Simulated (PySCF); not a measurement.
CH₄Cl₂GaN.

```xyz
9

Ga     0.0741     0.1188     0.0000
Cl     0.6772     2.1791     0.0000
Cl    -2.0165    -0.3826     0.0000
N      1.2990    -1.2023     0.0000
C      1.0385    -2.6308     0.0000
H      2.2817    -0.9471     0.0000
H      1.4559    -3.1318    -0.8928
H      1.4559    -3.1318     0.8928
H     -0.0466    -2.8133     0.0000
```

Coordinates come from a B3LYP-D3(BJ)/def2-SVP optimisation. The structure was generated by enumeration; whether it is a known compound was not checked. Other conformers were not sampled.

All values below come from PBE0/pcSseg-1 (PySCF). Non-relativistic, no solvent.

Computed absolute GIAO shielding of each atom: isotropic value and principal components (ppm):
```json
[
 {"atom": "Ga1", "σ(iso)": "1386.0", "σ11": "1165.5", "σ22": "1416.0", "σ33": "1576.4", "span": "411.0"},
 {"atom": "Cl2", "σ(iso)": "932.0", "σ11": "814.4", "σ22": "923.8", "σ33": "1057.9", "span": "243.5"},
 {"atom": "Cl3", "σ(iso)": "952.2", "σ11": "816.2", "σ22": "996.1", "σ33": "1044.4", "span": "228.2"},
 {"atom": "N4", "σ(iso)": "200.6", "σ11": "150.0", "σ22": "200.4", "σ33": "251.4", "span": "101.4"},
 {"atom": "C5", "σ(iso)": "150.0", "σ11": "123.8", "σ22": "141.9", "σ33": "184.4", "span": "60.6"},
 {"atom": "H6", "σ(iso)": "29.5", "σ11": "20.4", "σ22": "28.7", "σ33": "39.4", "span": "19.0"},
 {"atom": "H7", "σ(iso)": "28.3", "σ11": "23.0", "σ22": "25.6", "σ33": "36.3", "span": "13.2"},
 {"atom": "H8", "σ(iso)": "28.3", "σ11": "23.0", "σ22": "25.6", "σ33": "36.3", "span": "13.2"},
 {"atom": "H9", "σ(iso)": "28.1", "σ11": "22.3", "σ22": "28.7", "σ33": "33.3", "span": "11.0"}
]
```
